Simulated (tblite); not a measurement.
Species: C4H14Si4.
Atom-mapped SMILES: `[CH3:1][Si@@H:2]1[SiH2:3][SiH2:4][Si@H:5]1[CH:6]1[CH2:7][CH2:8]1` (hydrogens: H9, H10, H11 on C1; H12 on Si2; H13, H14 on Si3; H15, H16 on Si4; H17 on Si5; H18 on C6; H19, H20 on C7; H21, H22 on C8)

Computed with GFN2-xTB (tblite), gas phase: L-BFGS steps from a force-field or distance-geometry start until the largest atomic force falls under 0.01 eV/Å.

Step 85: E = -612.5392 eV
```
atom  x, y, z in Å  |  force x, y, z in eV/Å
C1      3.3154    0.8010    0.2822    0.005   0.013   0.016
Si2     1.7502   -0.1434    0.8155    0.014  -0.034  -0.035
Si3     1.6364   -2.1969   -0.3529    0.015  -0.019   0.034
Si4    -0.3225   -1.4743   -1.4417   -0.007  -0.018  -0.028
Si5    -0.1544    0.6281   -0.3653   -0.023   0.000  -0.001
C6     -1.6649    1.2010    0.6203    0.009   0.006  -0.006
C7     -2.9929    1.3057   -0.0757    0.006  -0.008   0.003
C8     -2.7714    0.2423    0.9471    0.021   0.001   0.018
H9      3.3070    1.8324    0.6220    0.006   0.006  -0.017
H10     3.3926    0.8085   -0.8014    0.005   0.034   0.003
H11     4.2175    0.3360    0.6689    0.005   0.000   0.008
H12     1.7842   -0.1255    2.2885   -0.007  -0.009   0.036
H13     1.5802   -3.4531    0.4093   -0.033   0.031  -0.010
H14     2.7877   -2.4258   -1.2439   -0.045  -0.014   0.009
H15    -0.3066   -1.4945   -2.9118    0.008   0.023   0.013
H16    -1.5407   -2.2474   -1.1466    0.018  -0.007  -0.007
H17     0.1121    1.7760   -1.2602   -0.015   0.020  -0.016
H18    -1.4880    1.9564    1.3794    0.022  -0.005  -0.026
H19    -3.0469    1.0009   -1.1106   -0.013   0.022  -0.010
H20    -3.6461    2.1316    0.1687    0.007  -0.019  -0.013
H21    -3.2699    0.3401    1.9005   -0.005  -0.020   0.016
H22    -2.6895   -0.7796    0.6068    0.010  -0.003   0.014
```

Step 86: E = -612.5399 eV
```
atom  x, y, z in Å  |  force x, y, z in eV/Å
C1      3.3131    0.8009    0.2798    0.027   0.011   0.029
Si2     1.7478   -0.1403    0.8139    0.021  -0.070  -0.022
Si3     1.6335   -2.1972   -0.3502    0.015  -0.012   0.035
Si4    -0.3195   -1.4708   -1.4461   -0.005  -0.005  -0.022
Si5    -0.1533    0.6304   -0.3650   -0.025   0.007  -0.041
C6     -1.6640    1.1994    0.6201    0.016   0.021  -0.004
C7     -2.9915    1.3024   -0.0759   -0.010  -0.023   0.003
C8     -2.7684    0.2401    0.9483    0.011   0.000   0.019
H9      3.3056    1.8312    0.6208    0.006   0.031  -0.016
H10     3.3936    0.8086   -0.8027   -0.009   0.038  -0.027
H11     4.2148    0.3358    0.6660    0.015  -0.011   0.024
H12     1.7837   -0.1263    2.2868   -0.007  -0.004   0.039
H13     1.5704   -3.4499    0.4174   -0.033   0.033  -0.014
H14     2.7843   -2.4340   -1.2393   -0.040  -0.015   0.009
H15    -0.3043   -1.4880   -2.9163    0.009   0.020   0.016
H16    -1.5376   -2.2416   -1.1492    0.003  -0.016  -0.010
H17     0.1110    1.7827   -1.2563   -0.014   0.010  -0.011
H18    -1.4877    1.9550    1.3779    0.025   0.016  -0.008
H19    -3.0447    0.9970   -1.1109   -0.015   0.019  -0.004
H20    -3.6475    2.1264    0.1675    0.013  -0.016  -0.012
H21    -3.2658    0.3398    1.9024   -0.007  -0.027   0.006
H22    -2.6839   -0.7820    0.6100    0.002  -0.007   0.013
```

Step 87: E = -612.5407 eV
```
atom  x, y, z in Å  |  force x, y, z in eV/Å
C1      3.3132    0.7983    0.2738    0.032   0.016   0.013
Si2     1.7465   -0.1371    0.8162    0.045  -0.070   0.001
Si3     1.6291   -2.1962   -0.3435    0.001  -0.002   0.021
Si4    -0.3147   -1.4620   -1.4530   -0.001   0.007   0.001
Si5    -0.1514    0.6363   -0.3618   -0.019   0.013  -0.078
C6     -1.6649    1.1981    0.6216    0.003   0.031  -0.008
C7     -2.9917    1.2943   -0.0769   -0.018  -0.032   0.011
C8     -2.7656    0.2355    0.9511    0.007  -0.001   0.006
H9      3.3108    1.8303    0.6104    0.000   0.023  -0.017
H10     3.3929    0.8015   -0.8094   -0.026   0.038  -0.010
H11     4.2153    0.3327    0.6580    0.018  -0.018   0.037
H12     1.7859   -0.1240    2.2905   -0.003   0.001   0.014
H13     1.5511   -3.4452    0.4282   -0.030   0.028  -0.014
H14     2.7804   -2.4439   -1.2283   -0.033  -0.017   0.011
H15    -0.2949   -1.4744   -2.9231    0.009   0.017   0.019
H16    -1.5363   -2.2279   -1.1584    0.000  -0.019  -0.018
H17     0.1125    1.7956   -1.2463   -0.017  -0.006   0.001
H18    -1.4931    1.9558    1.3778    0.028   0.029   0.002
H19    -3.0420    0.9869   -1.1117   -0.012   0.014   0.006
H20    -3.6534    2.1151    0.1630    0.026  -0.021  -0.009
H21    -3.2646    0.3373    1.9044   -0.004  -0.034  -0.005
H22    -2.6754   -0.7876    0.6163   -0.005   0.002   0.018
```

Step 88: E = -612.5417 eV
```
atom  x, y, z in Å  |  force x, y, z in eV/Å
C1      3.3131    0.7995    0.2722    0.038   0.017  -0.010
Si2     1.7459   -0.1357    0.8145    0.047  -0.056   0.025
Si3     1.6266   -2.1956   -0.3400   -0.021   0.017  -0.003
Si4    -0.3099   -1.4572   -1.4612    0.007   0.023   0.037
Si5    -0.1509    0.6395   -0.3640    0.000   0.006  -0.093
C6     -1.6636    1.1961    0.6220   -0.004   0.029  -0.010
C7     -2.9903    1.2883   -0.0766   -0.027  -0.034   0.011
C8     -2.7622    0.2325    0.9545    0.003  -0.003  -0.006
H9      3.3127    1.8321    0.6066   -0.006   0.024  -0.004
H10     3.3937    0.8031   -0.8114   -0.037   0.030  -0.002
H11     4.2154    0.3335    0.6548    0.021  -0.021   0.047
H12     1.7821   -0.1276    2.2903    0.003   0.007  -0.010
H13     1.5323   -3.4377    0.4381   -0.026   0.005  -0.004
H14     2.7756   -2.4577   -1.2220   -0.017  -0.021   0.008
H15    -0.2901   -1.4679   -2.9304    0.008   0.013   0.008
H16    -1.5329   -2.2178   -1.1625   -0.012  -0.028  -0.026
H17     0.1104    1.8045   -1.2424   -0.016  -0.012   0.003
H18    -1.4925    1.9543    1.3767    0.031   0.052   0.016
H19    -3.0398    0.9807   -1.1113   -0.009   0.000   0.006
H20    -3.6549    2.1072    0.1606    0.023  -0.009   0.001
H21    -3.2617    0.3367    1.9075    0.001  -0.036  -0.011
H22    -2.6694   -0.7913    0.6230   -0.009  -0.002   0.017
```

Problem. Estimate the geometry and energy of step 89. (The exact step hangs on the optimiser's Hessian estimate; all steps are aligned on step 88, rigid shifts and turns removed.)

Solution. E = -612.5429 eV, largest force 0.075 eV/Å
```
atom  x, y, z in Å  |  force x, y, z in eV/Å
C1      3.3149    0.7988    0.2674    0.033   0.006  -0.016
Si2     1.7467   -0.1344    0.8147    0.046  -0.020   0.043
Si3     1.6220   -2.1943   -0.3341   -0.035   0.017  -0.027
Si4    -0.3037   -1.4478   -1.4707    0.005   0.026   0.055
Si5    -0.1500    0.6455   -0.3662    0.017   0.003  -0.073
C6     -1.6638    1.1943    0.6232   -0.010   0.026  -0.011
C7     -2.9907    1.2782   -0.0766   -0.020  -0.027   0.010
C8     -2.7588    0.2277    0.9592    0.005  -0.007  -0.015
H9      3.3171    1.8328    0.5972   -0.009   0.018   0.010
H10     3.3939    0.8005   -0.8166   -0.041   0.019   0.002
H11     4.2174    0.3316    0.6489    0.014  -0.012   0.047
H12     1.7837   -0.1269    2.2923    0.008   0.010  -0.041
H13     1.5051   -3.4300    0.4500   -0.021  -0.006  -0.001
H14     2.7715   -2.4748   -1.2092   -0.012  -0.022   0.011
H15    -0.2792   -1.4560   -2.9398    0.007   0.010   0.011
H16    -1.5312   -2.2016   -1.1721   -0.011  -0.031  -0.037
H17     0.1080    1.8204   -1.2324   -0.012  -0.016  -0.001
H18    -1.4941    1.9552    1.3757    0.022   0.053   0.010
H19    -3.0379    0.9689   -1.1111   -0.005  -0.013   0.013
H20    -3.6593    2.0950    0.1556    0.019  -0.002   0.014
H21    -3.2612    0.3337    1.9108    0.012  -0.034  -0.019
H22    -2.6608   -0.7973    0.6328   -0.011  -0.001   0.014
```

The energy changes by -0.0011 eV. The first-order estimate −F·Δx gives -0.0016 eV and the mean of the old and new forces, exact on a quadratic surface, -0.0012 eV. The step makes an angle of 83° with the force vector and moves no atom by more than 0.031 Å.

What follows is the cost of the whole relaxation. Hardware: an Arm Neoverse V2 with one thread, no GPU, shared host. Cost: 2.3 s.
